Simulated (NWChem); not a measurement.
BeNH₃Se; SMILES [Be]([NH2])[SeH]

```xyz
6

Be     0.0286    -1.1384    -0.0006
N     -0.0050    -2.6343     0.0014
H     -0.0309    -3.2244    -0.8241
H     -0.0103    -3.2221     0.8287
Se     0.1189     0.8932    -0.0034
H     -1.3498     0.9959     0.0150
```
Atoms are numbered in this order, from 1.

Results from NWChem. Geometry: optimised at PBE0/def2-SVP. B3LYP is NWChem's, with the RPA form of VWN correlation. Field at 589 nm.

Problem. Estimate the computed values for B3LYP/aug-cc-pVDZ. Quantities: isotropic polarisability (bohr³); anisotropy (bohr³).

Solution. 
- isotropic polarisability (bohr³): 58.4
- anisotropy (bohr³): 23.5
